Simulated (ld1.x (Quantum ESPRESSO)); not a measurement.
**Varying the TM potential for argon**

Base potential:

Ar (Z = 18), norm-conserving Troullier–Martins (Kleinman–Bylander form), made with ld1.x (Quantum ESPRESSO) 7.5 (PBE, non-relativistic). Core [Ne], reference 3s2 3p5.5 (charge +0.5). Waves: 3s (bound): rc 1.10 bohr; 3d channel at 0.05 Ry: rc 1.45 bohr; 3p (bound): rc 1.40 bohr. Local part: the p channel. Core correction: a·sin(br)/r model core inside 0.95 bohr.

Cutoffs, loose and tight: the cutoffs (Ry, on a coarse ladder) from which the occupation-weighted sum of valence levels, in a spherical-Bessel basis at the reference potential, stays within 10 and 1 mRy of its value at 400 Ry. They do not see the model core or the augmentation charge, which bear on the density cutoff. Test errors are all-electron minus pseudo excitation energies from the reference, over the configurations 3s2 3p6; 3s2 3p5; 3s2 3p4; 3s1 3p6; 3s2 3p2; 3s2 3p3. A dash means not determined; rows that change the core or the reference have their own tests.

| change | outcome | cutoff, loose | cutoff, tight | bound ghosts | largest test error (meV) |
| --- | --- | --- | --- | --- | --- |
| base | generated | 70 Ry | 110 Ry | none | +160 |
| wave 3d channel at 0.05 Ry: rc 1.45 bohr becomes 3d channel at 0.93 Ry: rc 1.45 bohr | generated | 70 Ry | 110 Ry | none | +160 |
| local potential all-electron potential smoothed inside 0.85 bohr (lloc = -1) | generated | 60 Ry | 100 Ry | none | +255 |
| wave 3d channel at 0.05 Ry: rc 1.45 bohr becomes 3d channel at 0.05 Ry: rc 1.68 bohr | generated | 70 Ry | 110 Ry | none | +160 |
| wave 3p (bound): rc 1.40 bohr becomes 3p (bound): rc 1.80 bohr | generated | 60 Ry | 100 Ry | none | +140 |

Task: What comes out with this change to the base: all radii but the core radius scaled by about 1.38 (s 1.52, p 1.92, d 2.00 bohr)?

Result: outcome: generated; cutoff, loose: 50 Ry; cutoff, tight: 70 Ry; bound ghosts: none; largest test error (meV): +164.

Task: What comes out with this change to the base: fully relativistic?

Result: outcome: generated; cutoff, loose: 70 Ry; cutoff, tight: 100 Ry; bound ghosts: none; largest test error (meV): +162.
